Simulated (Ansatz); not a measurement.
Start from `[CH3][Al]([NH2])[SiH2]F` and change one atom or group to get `[CH3][Al]([F])[SiH2]F`.

Ansatz, PBE0-D4/def2-TZVP geometries, multiplicity 1. Each molecule was computed in one conformer, which needn't be the lowest.

| property | `[CH3][Al]([NH2])[SiH2]F` |
| --- | --- |
| LUMO energy (B3LYP/def2-TZVPP) / eV | -1.21 |
| HOMO energy (B3LYP/def2-TZVPP) / eV | -7.09 |
| size of the dipole moment (B3LYP/def2-TZVPP) / D | 2.72 |
| HOMO–LUMO gap (PBE0/def2-TZVPP) / eV | 6.24 |
| HOMO–LUMO gap (B3LYP/def2-TZVPP) / eV | 5.88 |
| LUMO energy (PBE/def2-TZVPP) / eV | -1.80 |

(1) Give the same properties after the change, and the shifts. (An estimate is asked.)

Answers

(1) Computed: 
```csv
property,`[CH3][Al]([F])[SiH2]F`,shift
LUMO energy (B3LYP/def2-TZVPP) / eV,-1.75,-0.54
HOMO energy (B3LYP/def2-TZVPP) / eV,-7.42,-0.33
size of the dipole moment (B3LYP/def2-TZVPP) / D,1.03,-1.69
HOMO–LUMO gap (PBE0/def2-TZVPP) / eV,6.06,-0.18
HOMO–LUMO gap (B3LYP/def2-TZVPP) / eV,5.68,-0.20
LUMO energy (PBE/def2-TZVPP) / eV,-2.29,-0.49
```

With PBE0 the HOMO falls by 0.34 eV and the LUMO falls by 0.51 eV, so the gap narrows by about 0.17 eV. PBE moves the HOMO by -0.33 eV and ωB97M-V by -0.33 eV. Dipoles are sizes alone; their direction can turn.

B3LYP here is the variant with VWN-RPA as its local correlation; programs differ in this.
